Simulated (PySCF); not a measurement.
Species: C8H8.
Geometry (PBE/def2-SV(P), Å), atoms numbered from 1 in this order:
```
atom  x, y, z in Å
C1    -1.5199   -0.7434    0.4512
C2    -0.5261   -1.6510    0.2854
C3     0.6736   -1.5285   -0.5635
C4     1.5881   -0.5275   -0.5659
C5     1.6049    0.6821    0.2776
C6     0.6117    1.5906    0.4423
C7    -0.7247    1.5874   -0.1810
C8    -1.6387    0.5858   -0.1762
H9    -2.3904   -1.0546    1.0621
H10   -0.6574   -2.6371    0.7732
H11    0.8811   -2.4029   -1.2118
H12    2.4757   -0.6577   -1.2163
H13    2.5767    0.9044    0.7613
H14    0.8445    2.4881    1.0491
H15   -1.0353    2.5513   -0.6306
H16   -2.6286    0.8061   -0.6226
```

Theory: PySCF, PBE/def2-SV(P) geometry optimisation, gas phase.

Masses are those of the commonest isotopes; rigid-rotor values at the optimised geometry. The values belong to one conformer with, in the numbering `[CH:1]1=[CH:2]\[CH:3]=[CH:4]/[CH:5]=[CH:6]\[CH:7]=[CH:8]/1`, C1–C2–C3–C4 53°, C3–C4–C5–C6 -53°, C5–C6–C7–C8 53°, C2–C1–C8–C7 -53°.

Q: Give the principal moments of inertia and the rotational constants in GHz.

A: Ia = 190.52, Ib = 190.79, Ic = 341.20 u·Å²; 505379 MHz·u·Å²/I gives 2653, 2649 and 1481 MHz, that is A = 2.6527, B = 2.6488, C = 1.4812 GHz.

Q: What kind of rotor is it?

A: An oblate symmetric top, as the point group D2d requires two equal moments; the computed ones differ by 0.15 % because the geometry is symmetric only within the optimiser's tolerance; Ray's κ = 0.993.

Q: What does the inertial defect say?

A: Not planar: Δ = Ic − Ia − Ib = -40.11 u·Å². For a rigid frame Δ = −2 Σ m c², so Σ m c² = 20.06 u·Å² lies off the ab plane: 6.87 from hydrogen and 13.19 from heavier atoms. The atom farthest from that plane is 0.93 Å away.

The point group D2d allows no dipole (computed: 0.00 D), so a rigid rotor has no electric-dipole lines.

No PBE/def2-SV(P) frequencies stand behind this structure, so it isn't proved a minimum. Zero-point vibration and centrifugal distortion are left out.

Time: 47 s of wall time; peak memory 0.51 GiB. Hardware: Arm Neoverse V1, one thread, shared host. These figures are those of the optimisation.
